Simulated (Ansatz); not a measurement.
A nudged elastic band was laid between two geometries of CH5AlFN + H2 (11 atoms, charge 0, multiplicity 1).

Method: RKS r2SCAN/def2-SVP in Ansatz 0.2.0.

* movable images: 5
* climbing image: yes
* spring: 5.0 eV/Å²
* optimiser: quadratic models (default)
* start path: through a guess of the saddle point
* force threshold: 0.03 eV/Å
* iteration limit: 60
* end points: relaxed

Initial state:

```xyz
11
Properties=species:S:1:pos:R:3
Al -0.006 0.528 0.261
N 1.710 0.446 0.684
C -0.721 -0.029 -1.453
F -1.003 1.287 1.379
H -0.728 -1.614 1.320
H -1.174 -1.074 1.621
H 2.444 0.083 0.084
H 2.117 0.783 1.551
H -1.694 -0.536 -1.340
H -0.896 0.840 -2.112
H -0.049 -0.713 -1.996
```

Final state:

```xyz
11
Properties=species:S:1:pos:R:3
Al -0.733 0.045 0.506
N 1.288 -0.121 0.915
C -0.810 -0.005 -1.454
F -0.834 1.585 1.220
H 1.541 -0.932 1.484
H -1.345 -1.132 1.402
H 1.890 -0.118 0.088
H 1.506 0.719 1.459
H -1.840 0.126 -1.829
H -0.209 0.798 -1.921
H -0.455 -0.966 -1.871
```

(1) Which bonds break or form, and what moves?

(2) What energy profile does the band end with?

(3) What is the geometry of the highest image?

(4) What are the harmonic wavenumbers there?

Answers

(1) Bonds broken: H5–H6. Bonds formed: Al1–H6, N2–H5. CH5AlFN + H2 becomes CH7AlFN.

(2) The forces met the threshold. The highest image is number 3 of 0 to 6, 0.63 eV above the first end and 1.22 eV above the last; the last end lies 0.60 eV below the first. A vibrational analysis at the climbing image gives one clearly imaginary mode, 1057i cm⁻¹: a first-order saddle point. The orbitals stay closed-shell, which can raise the energy where a bond breaks towards radicals; this wasn't checked here.

| image | path coordinate (Å) | energy (eV) | H5–H6 (Å) | Al1–H6 (Å) | N2–H5 (Å) |
| --- | --- | --- | --- | --- | --- |
| 0 | 0.00 | 0.00 | 0.76 | 2.40 | 3.25 |
| 1 | 0.74 | 0.01 | 0.76 | 2.41 | 2.78 |
| 2 | 1.48 | 0.11 | 0.78 | 2.25 | 2.20 |
| 3 | 2.22 | 0.63 | 1.01 | 1.81 | 1.43 |
| 4 | 2.85 | -0.22 | 1.76 | 1.64 | 1.04 |
| 5 | 3.48 | -0.54 | 2.46 | 1.61 | 1.02 |
| 6 | 4.12 | -0.60 | 2.89 | 1.60 | 1.02 |

(3) 
```xyz
11
Properties=species:S:1:pos:R:3:forces:R:3
Al -0.398 0.324 0.344 0.00 0.00 0.00
N 1.397 0.113 0.912 0.00 0.00 0.00
C -0.864 -0.033 -1.504 0.00 0.00 0.00
F -1.168 1.503 1.254 0.00 0.00 0.00
H 0.481 -0.896 1.333 0.00 0.00 0.00
H -0.484 -1.194 1.332 0.00 0.00 0.00
H 2.174 -0.157 0.309 0.00 0.00 0.00
H 1.756 0.644 1.706 0.00 0.00 0.00
H -1.943 -0.228 -1.622 0.00 0.00 0.00
H -0.623 0.830 -2.148 0.00 0.00 0.00
H -0.329 -0.906 -1.915 0.00 0.00 0.00
```

(4) 1057i, 92, 139, 195, 231, 289, 497, 572, 586, 600, 674, 697, 753, 874, 972, 1209, 1423, 1426, 1460, 1507, 1831, 1844, 3024, 3121, 3129, 3528, 3631 cm⁻¹.

The run took 3.2 min on 2 threads of Intel(R) Xeon(R) Platinum 8488C (Sapphire Rapids), with other jobs on the host, peak memory 0.17 GiB.
